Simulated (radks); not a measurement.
Question: All-electron atom: Mn2+ in [Ar] 3d4 6p1 (not the ground configuration). Calculated with a radial shooting solver on a logarithmic mesh with Libxc functionals: non-relativistic Kohn-Sham, BLYP, spin-unpolarised, spherical densities, point nucleus. Some entries of the table are withheld. Estimate them.

| orbital | occ. | eigenvalue (hartree) | <r> (bohr) | <1/r> (bohr^-1) |
|---|---|---|---|---|
| 1s | 2 | -235.5433 | 0.06156 | 24.52 |
| 2s | 2 | -28.16670 | (1) | 5.220 |
| 2p | 6 | (2) | 0.2483 | 5.171 |
| 3s | 2 | -4.27510 | 0.8520 | (3) |
| 3p | 6 | (4) | 0.8922 | 1.537 |
| 3d | 4 | -1.39337 | (5) | 1.240 |
| 6p | 1 | -0.19774 | (6) | 0.1391 |

Answer: 
(1) 2s <r> (bohr): 0.2825
(2) 2p eigenvalue (hartree): -24.32700
(3) 3s <1/r> (bohr^-1): 1.655
(4) 3p eigenvalue (hartree): -3.17102
(5) 3d <r> (bohr): 1.044
(6) 6p <r> (bohr): 9.652
